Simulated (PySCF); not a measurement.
## Electron correlation in La³⁺ (lanthanum, charge +3)

[Xe], closed-shell 1S. Calculation: PySCF 2.14, in x2c-TZVPPall with one added diffuse shell each of s, p, d type (12s8p8d3f1g, 106 functions); the spin-free X2C one-electron Hamiltonian (Gaussian nucleus). Frozen: [Kr] 4d10; 8 electrons correlated.

MP2 pair energies summed by pair of shells (mhartree):

| pair | energy | share (%) |
| --- | --- | --- |
| 5p-5p | -108.45 | 77.8 |
| 5s-5p | -25.56 | 18.3 |
| 5s-5s | -5.46 | 3.9 |

Total MP2 correlation energy: -139.47 mhartree.

Same-spin part -35.08 and opposite-spin part -104.39 mhartree; SCS-MP2 scales them by 1/3 and 6/5 to -136.96 mhartree.
